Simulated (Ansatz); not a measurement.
`C=[CH][Ga]([F])[Br]` + H₂ → `[F][GaH][Br]` + `C=C` at 700 K and 1 bar (hydrogenolysis of a Ga–C bond).

Program: Ansatz. Geometries: PBE0-D4/def2-TZVP. ΔE: electronic, gas phase. CBS: MP2 limit from def2 TZ/QZ plus the TZ coupled-cluster correction, frozen cores. This one scheme is used for every species. For Br, Ga outer-core shells are correlated without core-valence functions, which leaves a few kJ/mol of doubt a bond. Scalar relativity is left out up to krypton. One conformer a species, not always the lowest.

```tsv
species	CCSD(T)/CBS energy (Eh)	H − E (kJ/mol)	S (J/(mol·K))
`C=[CH][Ga]([F])[Br]`	-4675.04437	187.8	469.2
H₂	-1.17544	46.8	155.3
`[F][GaH][Br]`	-4597.74300	67.4	364.6
`C=C`	-78.48111	168.9	268.4
```

H − E and S are ideal-gas, rigid-rotor, harmonic terms from PBE0-D4/def2-TZVP, for one conformer and one mirror image of each species. For small species the MP2-based limit differs from directly extrapolated CCSD(T) by up to some mEh (0.8 for H₂); such offsets cancel only in part. 1 Eh = 2625.50 kJ/mol, R = 8.31446 J/(mol·K).

Task: By hand: ΔE, ΔH, ΔS and ΔG.

Result: ΔE = (-4597.74300) + (-78.48111) − (-4675.04437) − (-1.17544) = -0.00430 Eh = -11.3 kJ/mol. Δ(H − E) = 67.4 + 168.9 − 187.8 − 46.8 = 1.7, so ΔH = -9.6 kJ/mol. ΔS = 364.6 + 268.4 − 469.2 − 155.3 = 8.5 J/(mol·K). ΔG = -9.6 − 700 × (8.5)/1000 = -15.6 kJ/mol.

Task: By hand: the equilibrium constant, and the temperature at which ΔG would vanish if ΔH and ΔS stayed fixed.

Result: log₁₀ K = −ΔG/(RT ln 10) = 1.2. ΔH and −TΔS have one sign here, so there is no such temperature.

TΔS isn't small against ΔH here. A doubt of 5 kJ/mol in ΔE shifts log₁₀ K by 0.4 here. Other conformers and mirror images would add mixing entropy, several J/(mol·K) or more a flexible species. These are equilibria of isolated gas molecules and say nothing of rates. Largest T1 diagnostic: 0.012 (customary marks: 0.02 for closed shells, 0.045 for open ones).

ΔS is within the doubt of such terms, so its sign, and with it that verdict, could turn.
